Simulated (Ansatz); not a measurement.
Two isomers of C2H7GaSi: A = `[SiH3][CH]1[CH2][GaH]1`, B = `[CH2]1[SiH2][CH2][GaH]1`.

Gas-phase electronic energies from Ansatz, PBE0-D4/def2-TZVP geometries. CCSD(T)/CBS is the MP2 limit (def2-TZVPP, def2-QZVPP) plus CCSD(T) − MP2 in def2-TZVPP, frozen cores. DFT in def2-TZVPP. B3LYP here is the variant with VWN-RPA as its local correlation; programs differ in this. For Ga outer-core shells are correlated without core-valence functions, which leaves a few kJ/mol of doubt a bond. Scalar relativity is left out up to krypton.

(1) Which isomer does CCSD(T)/CBS put lower? Give the gap. (An estimate is asked.)

(2) Give E(B) − E(A) in kcal/mol with MP2/def2-TZVPP, B2PLYP, ωB97M-V, r2SCAN-D4, B3LYP-D4, CCSD/def2-TZVPP, CCSD(T)/def2-TZVPP. (Best estimate.)

Largest T1 diagnostic: 0.017.

Results:

(1) Ansatz gave: B, by 28.3 kcal/mol.

(2) Ansatz gave: MP2/def2-TZVPP -34.0, B2PLYP -27.1, ωB97M-V -28.9, r2SCAN-D4 -27.8, B3LYP-D4 -22.7, CCSD/def2-TZVPP -31.8, CCSD(T)/def2-TZVPP -30.0. None reverses the order clearly.

From PBE to PBE0 (25 % exact exchange), in def2-TZVPP and without D4, E(B) − E(A) moves by −5.5 kcal/mol.
